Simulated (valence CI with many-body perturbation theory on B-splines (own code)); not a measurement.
## Energy levels of Kr23+

Computed by valence CI with perturbative core correlation (CI+MBPT): three valence electrons over a frozen Dirac-Fock core [Ne], radial functions for each j: 11 s, 11 p, 9 d, 7 f, 5 g, 2 h, 1 i, with the one-electron correlation potential Σ1, the two-electron term Σ2, the three-electron term Σ3, Breit, model QED; selected CI, second order for the rest (own B-spline code, finite nucleus).

No measured levels were compared; by estimate levels of excited configurations hold to 0.05 to 0.15 % of their energy, terms of the ground configuration to about 0.5 %.

Levels 46 to 67 of 67, with energies above the lowest level, 3s2 3p 2P°_1/2. "Leading %" is the weight of the configuration and term that name the level; weights of strongly mixed levels are sums over their largest components and can fall short. In the jj column 3d3/2^4 stands for four electrons in 3d with j = 3/2.

| No. | Configuration | Term | J | E (eV) | Leading % | g | Second component | Leading jj |
| --- | --- | --- | --- | --- | --- | --- | --- | --- |
| 46 | 3p2 3d | 4D | 1/2 | 220.11 | 81 | 0.139 | 17 % 3p2 3d 2P | 3p1/2 3p3/2 3d3/2 (97 %) |
| 47 | 3p2 3d | 4F | 7/2 | 220.13 | 66 | 1.267 | 24 % 3p2 3d 4D | 3p1/2 3p3/2 3d5/2 (90 %) |
| 48 | 3p2 3d | 4F | 9/2 | 222.99 | 66 | 1.257 | 31 % 3p2 3d 2G | 3p1/2 3p3/2 3d5/2 (85 %) |
| 49 | 3p2 3d | 4D | 3/2 | 224.06 | 54 | 1.224 | 30 % 3p2 3d 2P | 3p1/2 3p3/2 3d5/2 (72 %) |
| 50 | 3p2 3d | 4D | 5/2 | 224.28 | 56 | 1.282 | 17 % 3p2 3d 4F | 3p1/2 3p3/2 3d5/2 (61 %) |
| 51 | 3p2 3d | 2G | 7/2 | 229.03 | 73 | 0.949 | 9 % 3p2 3d 4F | 3p1/2 3p3/2 3d5/2 (34 %) |
| 52 | 3p2 3d | 4P | 5/2 | 229.34 | 46 | 1.390 | 37 % 3p2 3d 2D | 3p1/2 3p3/2 3d5/2 (67 %) |
| 53 | 3p2 3d | 2P | 1/2 | 229.85 | 54 | 1.143 | 21 % 3p2 3d 4P | 3p1/2 3p3/2 3d3/2 (42 %) |
| 54 | 3p2 3d | 4P | 3/2 | 230.31 | 41 | 1.292 | 26 % 3p2 3d 2D | 3p1/2 3p3/2 3d3/2 (74 %) |
| 55 | 3p2 3d | 4D | 7/2 | 231.68 | 65 | 1.330 | 15 % 3p2 3d 2F | 3p3/2^2 3d5/2 (82 %) |
| 56 | 3p2 3d | 4P | 1/2 | 234.43 | 53 | 1.707 | 36 % 3p2 3d 2P | 3p3/2^2 3d3/2 (45 %) |
| 57 | 3p2 3d | 2G | 9/2 | 234.51 | 57 | 1.183 | 33 % 3p2 3d 4F | 3p3/2^2 3d5/2 (82 %) |
| 58 | 3p2 3d | 2D | 5/2 | 237.16 | 49 | 1.329 | 29 % 3p2 3d 4P | 3p3/2^2 3d3/2 (38 %) |
| 59 | 3p2 3d | 2D | 3/2 | 237.22 | 43 | 1.143 | 30 % 3p2 3d 4P | 3p3/2^2 3d3/2 (69 %) |
| 60 | 3p2 3d | 2P | 1/2 | 238.73 | 58 | 1.025 | 18 % 3s 3d2 2P | 3p1/2 3p3/2 3d5/2 (69 %) |
| 61 | 3p2 3d | 2D | 3/2 | 238.82 | 60 | 1.002 | 14 % 3p2 3d 4P | 3p1/2 3p3/2 3d5/2 (54 %) |
| 62 | 3p2 3d | 2F | 5/2 | 241.85 | 66 | 0.945 | 13 % 3s 3d2 2F | 3p1/2 3p3/2 3d5/2 (34 %) |
| 63 | 3p2 3d | 2P | 3/2 | 246.42 | 47 | 1.201 | 18 % 3p2 3d 2D | 3p3/2^2 3d5/2 (55 %) |
| 64 | 3p2 3d | 2S | 1/2 | 246.42 | 63 | 1.978 | 17 % 3p2 3d 4P | 3p3/2^2 3d5/2 (42 %) |
| 65 | 3s 3d2 | 4F | 3/2 | 246.91 | 99 | 0.403 |  | 3s 3d3/2^2 (70 %) |
| 66 | 3p2 3d | 2F | 7/2 | 247.55 | 80 | 1.130 | 11 % 3s 3d2 2F | 3p3/2^2 3d3/2 (48 %) |
| 67 | 3s 3d2 | 4F | 5/2 | 247.65 | 97 | 1.030 |  | 3s 3d3/2 3d5/2 (63 %) |

Names give the largest LS component (configuration and term), which can be under half, so a name can repeat, a term be missing and a line seem to break the LS rules; names also repeat where a configuration has a term twice.

Where two levels of one J and parity lie close, their mixing, g and order are uncertain.
